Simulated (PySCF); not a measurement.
C3H7FOSi.

```xyz
13

O      2.5563     1.2965    -0.1185
C      1.8074     0.7027     0.6105
C      1.3369    -0.6986     0.3946
Si    -0.3258    -0.7652    -0.5319
C     -1.6314     0.2467     0.4098
F     -2.8442     0.1431    -0.2391
H      1.3796     1.2061     1.5200
H      1.2011    -1.2169     1.3582
H      2.0706    -1.2435    -0.2207
H     -0.7722    -2.1863    -0.6138
H     -0.1600    -0.2063    -1.9033
H     -1.3440     1.3124     0.4691
H     -1.7436    -0.1168     1.4477
```
Charge 0, spin multiplicity 1.

Geometry: PBE0-D3(BJ)/def2-SVP. This is a generated structure with no PubChem entry under its InChIKey; it may be hypothetical. One conformer was computed; it need not be the lowest.

The numbers are results of PySCF with KT2/pcSseg-1, not measurements. Non-relativistic, no solvent.

Computed absolute GIAO shielding of each atom: isotropic value and principal components (ppm):
```tsv
atom	σ(iso)	σ11	σ22	σ33	span
O1	-314.4	-851.4	-407.4	315.5	1166.9
C2	-0.1	-91.4	-2.6	93.9	185.3
C3	150.4	119.5	140.0	191.8	72.3
Si4	403.4	376.5	400.9	432.6	56.1
C5	109.2	61.2	81.0	185.4	124.2
F6	451.1	413.7	453.5	486.2	72.4
H7	21.7	19.2	20.5	25.4	6.2
H8	29.0	26.7	27.6	32.8	6.1
H9	29.1	26.1	27.2	33.9	7.9
H10	26.7	24.0	25.1	31.1	7.1
H11	26.9	23.8	25.5	31.4	7.6
H12	26.2	21.8	26.5	30.4	8.5
H13	26.3	22.1	26.4	30.5	8.3
```
